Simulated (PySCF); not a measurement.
SnHI₃, SMILES [I][SnH]([I])[I].

Coordinates come from a B3LYP-D3(BJ)/def2-SVP optimisation. The structure was generated by enumeration; whether it is a known compound was not checked. The def2 effective core potentials stand for the cores of I, Sn; spin–orbit coupling is left out.

The numbers are results of PBE/def2-TZVP run with PySCF, not measurements.

Symmetry labels are those of the subgroup Cs that the program uses (full group C3v).

Task: List the valence orbital energies around the gap with their symmetry. (The exact figures need the calculation; the answer reports its results.)

Result: 
```
orbital  symmetry  energy (eV)
-------  --------  -----------
HOMO−7         A'        -8.65
HOMO−6         A"        -8.65
HOMO−5         A'        -7.05
HOMO−4         A"        -7.05
HOMO−3         A'        -6.93
HOMO−2         A'        -6.81
HOMO−1         A"        -6.81
HOMO           A"        -6.66
LUMO           A'        -3.92
LUMO+1         A"        -1.92
LUMO+2         A'        -1.92
LUMO+3         A'        -0.45
```
